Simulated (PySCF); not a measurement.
CaSb at r²SCAN

Computed with r²SCAN; PySCF, spin-free X2C with a Gaussian nucleus, basis sets Ca x2c-SVPall, Sb x2c-SVPall.

For CaSb, the state is ⁴Σ⁻ (quartet), unpaired electrons σ ↑, π ↑↑. The bond length is 5.821 bohr and the harmonic wavenumber is 185 cm⁻¹. The force constant is 0.603 mdyn/Å and the rotational constant Be is 0.05915 cm⁻¹. The anharmonicity ωexe is 0.661 cm⁻¹ and the vibration–rotation constant αe is 0.000264 cm⁻¹. The well depth De to Ca + Sb is 1.26 eV. The dissociation energy D0 is 1.25 eV and the bond order (Mayer) is 1.10. The dipole moment (positive dipole means Ca(−)Sb(+)) is -3.80 D.

These are scalar-relativistic numbers at best; spin–orbit coupling would shift them, the dissociation energy most. The state is the lowest determinant that a PBE0 search found; another state may lie lower at other levels.
